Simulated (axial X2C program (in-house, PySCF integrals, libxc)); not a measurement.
**Spin–orbit effects down a group: molecules with Re (ions), PBE0**

Calculated with an axial X2C code built on PySCF integrals, spin-free (one-electron X2C) or two-component (2c: spin–orbit coupling with atomic mean-field Coulomb and Gaunt terms, which also bring small scalar terms), in Dyall basis sets with cores contracted in-house; open shells are unrestricted.

Basis sets: H dyall-v3z, Li dyall-cv3z, Na dyall-cv3z, Re dyall-cv3z.

```
molecule   spin-free state  Re (Å)  ωe (cm⁻¹)  De (eV)  2c state  Re 2c (Å)  ωe 2c (cm⁻¹)  De 2c (eV)
    ReH⁺  M_S = 5/2, Λ = 0   1.640     2093.4     2.48   Ω = 5/2      1.642        2083.9        2.47
   LiRe⁺  M_S = 5/2, Λ = 0   2.832      276.7     1.03   Ω = 5/2      2.834         275.9        1.02
   NaRe⁺  M_S = 5/2, Λ = 0   3.186      134.1     0.71   Ω = 5/2      3.188         133.7        0.70
```

Fragments in 2c: Re+ + H, Re + Li+, Re + Na+. Each entry is the lowest single determinant of a limited PBE0 search at one distance. De goes to single-determinant-based atoms at the same level (for ions the charge split of lowest energy) and is withheld (n/a) where an atom does not fit its ground term or J level. Main or longest-lived isotopes. One determinant is a doubtful description, or other states lie close, for ReH⁺, LiRe⁺, NaRe⁺; these need not be ground states, and all values refer to the states named. With several unpaired electrons the Ω given is that of one determinant, not necessarily of the lowest component.
